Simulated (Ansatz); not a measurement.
C$_{2}$H$_{8}$GeSi, SMILES `[SiH3][CH]1[CH2][GeH2]1` at its PBE0-D4/def2-TZVP geometry, where that method's forces vanish. The species carries charge 0 and has multiplicity 1.

```
atom   x (Å)   y (Å)   z (Å)
 Si1  -1.315  -0.891  -0.704
  C2   0.410  -0.309  -0.387
  C3   0.928  -0.189   1.051
 Ge4   0.693   1.534   0.201
  H5  -1.734  -0.564  -2.093
  H6  -1.465  -2.362  -0.503
  H7  -2.235  -0.212   0.252
  H8   1.150  -0.646  -1.110
  H9   0.239  -0.453   1.848
 H10   1.940  -0.530   1.237
 H11  -0.534   2.367   0.543
 H12   1.921   2.257  -0.334
```

For each bond, give half the difference of the two atoms' forces along it (eV/Å; positive pushes the atoms apart) under PBE-D4, r2SCAN-D4, B3LYP-D4, ωB97M-V in def2-TZVPP. (Best estimate.)

Ansatz gave: 
```tsv
bond	length (Å)	PBE-D4	r2SCAN-D4	B3LYP-D4	ωB97M-V
Si1–C2	1.848	-0.04	-0.02	0.04	0.05
Si1–H5	1.487	0.06	-0.03	-0.08	-0.10
Si1–H6	1.492	0.07	-0.01	-0.09	-0.12
Si1–H7	1.490	0.07	-0.03	-0.07	-0.10
C2–C3	1.533	0.09	0.13	0.24	0.20
C2–Ge4	1.955	0.25	0.16	0.30	0.04
C2–H8	1.088	0.09	-0.03	-0.13	-0.10
C3–Ge4	1.935	0.24	0.16	0.32	0.07
C3–H9	1.086	0.07	-0.05	-0.13	-0.09
C3–H10	1.085	0.07	-0.06	-0.14	-0.10
Ge4–H11	1.522	-0.01	-0.08	-0.09	-0.07
Ge4–H12	1.522	-0.02	-0.09	-0.11	-0.08
```

B3LYP here is the variant with VWN-RPA as its local correlation; programs differ in this.
